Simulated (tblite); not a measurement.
C6H11OS (doublet state).
Numbering: `[OH:1][CH:2][CH2:3]/[CH:4]=[CH:5]\[CH2:6][CH2:7][SH:8]` (hydrogens: H9 on O1; H10 on C2; H11, H12 on C3; H13 on C4; H14 on C5; H15, H16 on C6; H17, H18 on C7; H19 on S8)

Geometry (GFN2-xTB, Å), atoms numbered from 1 in this order:
```xyz
19
C6H11OS angstrom
O     -2.0950   -0.2173    2.0341
C     -2.2446    0.8323    1.1763
C     -1.1193    1.2850    0.3165
C     -1.0196    0.2820   -0.8029
C     -0.1825   -0.7496   -0.8823
C      0.9624   -1.0658    0.0310
C      2.3014   -0.7808   -0.6490
S      2.6024    1.0106   -0.8468
H     -1.1566   -0.3622    2.2053
H     -3.2671    0.9619    0.8678
H     -0.1896    1.3417    0.8866
H     -1.3414    2.2730   -0.0883
H     -1.7947    0.3790   -1.5509
H     -0.2801   -1.4318   -1.7179
H      0.9332   -2.1292    0.2881
H      0.9160   -0.4913    0.9570
H      3.1326   -1.1378   -0.0418
H      2.3519   -1.2434   -1.6351
H      1.4806    1.2530   -1.5228
```

Computed values, GFN2-xTB/tblite, gas phase, harmonic and unscaled. The method is semi-empirical: single wavenumbers can be off by several per cent or more. Modes of hydrogen on sulfur can be 10 to 20 % off. One conformer, not necessarily the lowest. Open shells enter through the occupations alone, without spin polarisation, and single modes of such species can be off by tens of per cent.

Harmonic wavenumbers (cm⁻¹): 28.0, 46.8, 65.9, 97.0, 153.1, 224.8, 249.6, 290.1, 332.3, 381.9, 419.3, 508.5, 541.2, 570.3, 678.1, 748.9, 782.5, 878.2, 916.1, 922.5, 954.8, 978.2, 1008.0, 1041.0, 1066.5, 1104.4, 1152.3, 1179.4, 1188.4, 1243.1, 1259.7, 1264.4, 1276.2, 1301.8, 1352.4, 1367.5, 1442.4, 1455.2, 1474.7, 1683.4, 2425.5, 2945.6, 2969.1, 2977.4, 2986.2, 2994.3, 3004.6, 3042.1, 3066.5, 3119.4, 3514.5.

A = 3015, B = 810.9, C = 758.7 MHz; mass 131.053 u (most abundant isotopes); point group C1, symmetry number 1; spin multiplicity 2.

Question: What is the zero-point energy?

Answer: Half the sum of the wavenumbers: 33337 cm⁻¹ = 95.31 kcal/mol.

Question: Entropy at 350 K, 1 bar (ideal gas, RRHO, classical rotation)?

Answer: Translation 41.35, rotation 30.02, vibration 38.84, spin (R ln 2) 1.38: S = 111.6 cal/(mol K).

Question: And Cp and H(350 K) − H(0)?

Answer: Cp = 44.12 cal/(mol K), of which vibrations give 36.17 (their classical limit is 51 R = 101.3); H(350 K) − H(0) = 9.39 kcal/mol without the zero-point energy, 6.61 from vibrations.

Question: How do the functions run with temperature in this model?

Answer: 
```
 T (K)  S (cal/(mol K))  Cp (cal/(mol K))  H − H(0) (kcal/mol)  G − H(0) (kcal/mol)  ln q(vib)
   150             83.8              24.6                 2.55               -10.01       4.37
   250             98.5              34.1                 5.48               -19.15       7.28
298.15            104.9              39.0                 7.24               -24.05       8.62
   400            117.8              48.9                11.72               -35.40      11.39
   600            140.7              64.1                23.11               -61.29      16.65
   900            169.7              78.7                44.71              -107.99      24.00
```

q(vib) and H(0) count from the zero-point level.

Question: Blend soft modes into free rotors: weight 1/[1 + (100 cm⁻¹/ν̃)⁴] for the oscillator and the rest for a rotor with moment μB/(μ + B), μ = h/(8π²ν), B = 10⁻⁴⁴ kg m². What vibrational entropy results?

Answer: 33.98 cal/(mol K) in place of 38.84, which changes −T·S at 350 K by +1.70 kcal/mol.

Question: What must be added to the electronic energy to get the Gibbs energy at 350 K and 1 bar?

Answer: ZPE + [H(350 K) − H(0)] − T·S = 95.31 + 9.39 − 39.05 = 65.65 kcal/mol.

Question: Which modes carry the vibrational entropy at 350 K?

Answer: 28.0 cm⁻¹: 6.28; 46.8 cm⁻¹: 5.27; 65.9 cm⁻¹: 4.59; 97.0 cm⁻¹: 3.83; 153.1 cm⁻¹: 2.94; 224.8 cm⁻¹: 2.21 cal/(mol K); the other 45 give 13.72 together.

Hindered rotation and anharmonicity are outside this model. Other conformers, if any are populated, would add a mixing term that is left out. The structure is chiral; the term R ln 2 for an equal mix with its mirror image is left out.
